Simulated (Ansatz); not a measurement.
Steps of a relaxation of `[OH][Ti]([OH])([OH])[OH]` with RKS PBE-D4/def2-SVP.

```sh
$ ansatz run in.yaml --threads 4 --pin off --events-out ev --progress --plain --max-ram 10444MiB
```

```yaml
crystal:
  periodic: [false, false, false]
  atoms:
    - {symbol: O, position_ang: [0.071200, 1.364800, -1.592000]}
    - {symbol: Ti, position_ang: [0.189900, 0.064200, -0.179700]}
    - {symbol: O, position_ang: [1.980700, -0.673300, -0.204600]}
    - {symbol: O, position_ang: [-1.030400, -1.366600, -0.484200]}
    - {symbol: O, position_ang: [-0.156600, 0.903300, 1.543400]}
    - {symbol: H, position_ang: [-0.867100, 1.833400, -1.455100]}
    - {symbol: H, position_ang: [2.008300, -1.416300, 0.466300]}
    - {symbol: H, position_ang: [-0.994200, -1.929400, 0.319800]}
    - {symbol: H, position_ang: [-1.113200, 1.173600, 1.568900]}
basis:
  gaussian: {orbitals: def2-SVP}
hamiltonian: {xc: pbe, dispersion: d4}
relax: {f_tol: 0.03, max_steps: 200}
```

Positions (Å) and forces (eV/Å) along the path, 15 of 15 steps:

```xyz
9
step=1 energy=-31350.0149 eV
O     0.071    1.365   -1.592   -2.640   -0.456    2.196
Ti    0.190    0.064   -0.180    1.220    0.390   -0.448
O     1.981   -0.673   -0.205   -2.445    0.250    0.968
O    -1.030   -1.367   -0.484    1.168    1.533    0.744
O    -0.157    0.903    1.543   -0.482   -1.042   -2.191
H    -0.867    1.833   -1.455    2.512   -1.071   -0.547
H     2.008   -1.416    0.466    0.193    0.649   -0.708
H    -0.994   -1.929    0.320   -0.205   -0.143   -0.192
H    -1.113    1.174    1.569    0.679   -0.109    0.179
9
step=2 energy=-31350.7361 eV
O     0.034    1.299   -1.567   -1.167    0.048    0.973
Ti    0.230    0.075   -0.200    0.312    0.159   -0.135
O     1.944   -0.607   -0.155   -0.983   -0.212    0.469
O    -1.035   -1.257   -0.424    0.627    0.375    0.463
O    -0.157    0.805    1.465   -0.273   -0.255   -0.906
H    -0.821    1.817   -1.450    1.113   -0.518   -0.366
H     2.003   -1.395    0.441    0.216    0.426   -0.384
H    -1.012   -1.875    0.340   -0.202    0.037   -0.286
H    -1.097    1.092    1.532    0.356   -0.061    0.172
9
step=3 energy=-31350.8775 eV
O     0.035    1.284   -1.522   -0.157    0.119   -0.028
Ti    0.237    0.082   -0.195    0.031   -0.026   -0.212
O     1.908   -0.583   -0.144    0.147   -0.317    0.206
O    -1.023   -1.208   -0.424    0.000   -0.270    0.403
O    -0.134    0.777    1.435   -0.400    0.123    0.182
H    -0.816    1.762   -1.531    0.059    0.107   -0.183
H     2.054   -1.349    0.449    0.179    0.140   -0.151
H    -1.105   -1.842    0.322   -0.106    0.111   -0.341
H    -1.067    1.030    1.594    0.247    0.014    0.123
9
step=4 energy=-31350.9282 eV
O     0.031    1.263   -1.509    0.013    0.006    0.003
Ti    0.206    0.069   -0.171    0.001   -0.023   -0.121
O     1.888   -0.571   -0.138    0.068   -0.121    0.055
O    -1.037   -1.236   -0.424    0.069    0.010    0.174
O    -0.143    0.791    1.457   -0.099   -0.027    0.007
H    -0.789    1.779   -1.590   -0.103    0.150   -0.139
H     2.113   -1.325    0.435    0.148   -0.018   -0.004
H    -1.145   -1.931    0.252   -0.084   -0.031   -0.086
H    -1.035    1.114    1.671   -0.013    0.054    0.111
9
step=5 energy=-31350.9418 eV
O     0.020    1.255   -1.498   -0.646    0.514   -0.178
Ti    0.189    0.061   -0.157   -0.100   -0.027    0.081
O     1.876   -0.574   -0.134    0.263   -0.532    0.360
O    -1.052   -1.240   -0.399   -0.074   -0.486    0.373
O    -0.167    0.770    1.472   -0.600    0.302    0.197
H    -0.770    1.816   -1.704    0.654   -0.492    0.157
H     2.227   -1.302    0.433   -0.228    0.518   -0.372
H    -1.221   -2.009    0.194    0.101    0.511   -0.394
H    -1.014    1.176    1.776    0.631   -0.307   -0.224
9
step=6 energy=-31350.9711 eV
O     0.024    1.257   -1.478   -0.002    0.039    0.013
Ti    0.177    0.051   -0.146    0.032    0.035   -0.035
O     1.865   -0.581   -0.145    0.009   -0.050   -0.007
O    -1.072   -1.230   -0.419   -0.007    0.001    0.080
O    -0.146    0.757    1.489   -0.059   -0.046   -0.012
H    -0.769    1.747   -1.757   -0.006   -0.027   -0.007
H     2.273   -1.216    0.469   -0.010    0.023    0.009
H    -1.301   -1.993    0.139    0.014    0.016   -0.035
H    -0.962    1.161    1.831    0.028    0.009   -0.004
9
step=7 energy=-31350.9872 eV
O     0.002    1.326   -1.419    0.112   -0.040    0.067
Ti    0.180    0.054   -0.147   -0.056    0.005    0.030
O     1.837   -0.667   -0.161   -0.058    0.055   -0.104
O    -1.120   -1.167   -0.435    0.028    0.139   -0.110
O    -0.114    0.689    1.519    0.139   -0.073   -0.048
H    -0.837    1.627   -1.807   -0.045   -0.007   -0.036
H     2.269   -1.126    0.579    0.031   -0.008    0.057
H    -1.276   -2.008    0.017   -0.040   -0.186    0.067
H    -0.853    1.227    1.838   -0.111    0.114    0.076
9
step=8 energy=-31350.9892 eV
O     0.010    1.328   -1.415    0.115   -0.034    0.069
Ti    0.178    0.053   -0.146   -0.120   -0.022    0.084
O     1.836   -0.664   -0.169   -0.050    0.043   -0.097
O    -1.119   -1.170   -0.439    0.060    0.230   -0.134
O    -0.114    0.691    1.520    0.224   -0.155   -0.107
H    -0.847    1.595   -1.786   -0.100    0.038   -0.094
H     2.237   -1.113    0.594    0.089   -0.039    0.090
H    -1.272   -2.030   -0.024   -0.042   -0.234    0.088
H    -0.820    1.263    1.848   -0.176    0.174    0.102
9
step=9 energy=-31350.8641 eV rejected
O     0.001    1.380   -1.336   -1.739    0.095   -1.031
Ti    0.145    0.044   -0.119   -0.062   -0.011    0.063
O     1.781   -0.732   -0.193    0.839   -0.427    1.634
O    -1.178   -1.136   -0.461   -0.151   -1.274    0.307
O    -0.088    0.640    1.572   -0.851    1.109    0.516
H    -0.870    1.458   -1.869    1.730   -0.123    1.020
H     2.252   -0.981    0.676   -0.829    0.450   -1.614
H    -1.275   -2.096   -0.196    0.152    1.263   -0.376
H    -0.679    1.379    1.910    0.912   -1.082   -0.518
9
step=10 energy=-31350.9999 eV
O     0.001    1.331   -1.381   -0.149    0.021    0.010
Ti    0.140    0.045   -0.116    0.330    0.047   -0.225
O     1.801   -0.676   -0.168   -0.060   -0.039    0.097
O    -1.141   -1.173   -0.459   -0.135   -0.146    0.076
O    -0.101    0.685    1.550   -0.159    0.070    0.159
H    -0.834    1.551   -1.836    0.124   -0.039    0.031
H     2.254   -1.062    0.606   -0.037    0.067   -0.085
H    -1.276   -2.068   -0.104    0.002    0.043   -0.057
H    -0.755    1.320    1.889    0.084   -0.025   -0.006
9
step=11 energy=-31351.0138 eV
O    -0.006    1.344   -1.338   -0.155    0.032   -0.034
Ti    0.118    0.035   -0.098    0.072    0.017   -0.059
O     1.768   -0.700   -0.174    0.030   -0.076    0.124
O    -1.184   -1.167   -0.439   -0.026   -0.153    0.031
O    -0.125    0.655    1.580   -0.098    0.126    0.076
H    -0.811    1.506   -1.865    0.104   -0.017    0.040
H     2.265   -1.002    0.609   -0.037    0.045   -0.086
H    -1.253   -2.105   -0.187    0.004    0.102   -0.066
H    -0.682    1.389    1.894    0.107   -0.077   -0.026
9
step=12 energy=-31351.0313 eV
O    -0.059    1.367   -1.260   -0.089    0.006   -0.109
Ti    0.077    0.020   -0.063   -0.061   -0.006    0.031
O     1.703   -0.764   -0.154    0.072   -0.012    0.070
O    -1.226   -1.177   -0.428    0.004   -0.066    0.025
O    -0.144    0.643    1.618   -0.038    0.045    0.018
H    -0.772    1.445   -1.921    0.093   -0.004    0.087
H     2.288   -0.912    0.612   -0.045    0.012   -0.066
H    -1.218   -2.144   -0.322    0.009    0.054   -0.044
H    -0.561    1.476    1.900    0.056   -0.028   -0.013
9
step=13 energy=-31351.0484 eV
O    -0.066    1.309   -1.277   -0.012   -0.007    0.069
Ti    0.029    0.002   -0.030    0.046    0.021   -0.011
O     1.668   -0.757   -0.116   -0.021   -0.001    0.002
O    -1.251   -1.231   -0.362    0.015   -0.052    0.040
O    -0.213    0.672    1.634   -0.055    0.050   -0.052
H    -0.797    1.476   -1.898    0.004   -0.038    0.024
H     2.276   -0.914    0.627   -0.041    0.012   -0.002
H    -1.144   -2.189   -0.502    0.013    0.089   -0.020
H    -0.413    1.585    1.907    0.051   -0.073   -0.050
9
step=14 energy=-31351.0545 eV
O    -0.069    1.298   -1.277    0.026   -0.012    0.090
Ti    0.022    0.001   -0.020    0.049    0.000   -0.011
O     1.671   -0.735   -0.109   -0.079    0.008   -0.061
O    -1.247   -1.248   -0.324   -0.073    0.409    0.129
O    -0.256    0.680    1.633    0.020   -0.393   -0.124
H    -0.834    1.443   -1.858   -0.074    0.020   -0.070
H     2.231   -0.933    0.659    0.071   -0.028    0.092
H    -1.103   -2.163   -0.591    0.068   -0.433   -0.154
H    -0.325    1.612    1.870   -0.008    0.429    0.110
9
step=15 energy=-31351.0626 eV
O    -0.098    1.285   -1.267   -0.018    0.013   -0.027
Ti    0.011   -0.003   -0.004   -0.028   -0.014    0.015
O     1.669   -0.719   -0.085    0.027   -0.015    0.006
O    -1.239   -1.278   -0.286   -0.012   -0.011   -0.028
O    -0.293    0.697    1.634    0.017    0.020    0.025
H    -0.857    1.430   -1.860    0.008    0.001    0.007
H     2.217   -0.951    0.684    0.002    0.000   -0.002
H    -1.083   -2.150   -0.689    0.006    0.002    0.002
H    -0.237    1.642    1.857   -0.003    0.003    0.001
```

Hardware: 4 threads of an Arm Neoverse V2 on a shared host. Wall time 18 s, peak host memory 0.17 GiB.
